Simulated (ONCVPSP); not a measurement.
## Sr (Z = 38): one change to an ONCV potential, before and after

- Element: strontium (Sr)
- Generator: ONCVPSP 4.0.1
- Type: optimised norm-conserving Vanderbilt (ONCV)
- Functional: LDA (Perdew-Wang 92)
- Relativity: scalar-relativistic
- Frozen core: [Ar] 3d10
- Valence charge: 10
- Reference configuration: 4s2 4p6 4d0.5 5s1.5
- Partial waves: 4s+5s: rc 1.90 bohr, ncon 4, nbas 9, qcut 5.4 1/bohr, 2 projectors; 4p: rc 2.10 bohr, ncon 3, nbas 8, qcut 7.2 1/bohr, 1 projector; 4d: rc 3.85 bohr, ncon 3, nbas 8, qcut 3.9 1/bohr, 2 projectors, debl 2.3 Ha
- Local potential: polynomial inside 1.30 bohr (lpopt 5, dvloc0 6 Ha)
- Core correction: polynomial model core, fcfact 0.15

Change: s: qcut 5.

Cutoffs: the cutoffs (Ha) at which the residual kinetic energy of the hardest occupied pseudo-wave falls to 1 and 0.1 mHa per electron; they do not see the model core or the augmentation charge, which bear on the density cutoff. Errors are all-electron minus pseudo energies relative to the spin-unpolarised reference configuration.

What does the change do?

The potential gets neither clearly harder nor softer (11 Ha and 16 Ha → 11 Ha and 19 Ha); the errors of the 3 common tests hardly move; neither file shows a bound ghost.

| quantity | base | changed |
| --- | --- | --- |
| cutoff, loose | 11 Ha | 11 Ha |
| cutoff, tight | 16 Ha | 19 Ha |
| loose cutoff by channel | s 11 Ha, p 7.9 Ha, d 4.8 Ha | s 11 Ha, p 7.9 Ha, d 4.8 Ha |
| bound ghosts | none | none |
| GHOST(+) flags under 300 eV | none | none |
| tests with a reliable result | 3 of 4 | 3 of 4 |
| error for 4s2 4p6 4d0 5s2, meV [ΔE -1.15 eV] | +5.8 | +5.7 |
| error for 4s2 4p6 4d0 5s1, meV [ΔE 4.91 eV] | +12 | +12 |
| error for 4s2 4p6 4d0 5s1.5, meV [ΔE 1.26 eV] | +8.2 | +8.2 |
| s: phases at 1.92 bohr within 0.05 rad from the reference energy up to (Ha; the scan ends near 5) | to the end of the scan | to the end of the scan |
| p: phases at 2.13 bohr within 0.05 rad from the reference energy up to (Ha; the scan ends near 5) | 0.9 | 0.9 |
| d: phases at 3.92 bohr within 0.05 rad from the reference energy up to (Ha; the scan ends near 5) | 0.3 | 0.3 |
| rms error of d²Exc/dni dnj with the model core, mHa | 0.56 | 0.60 |
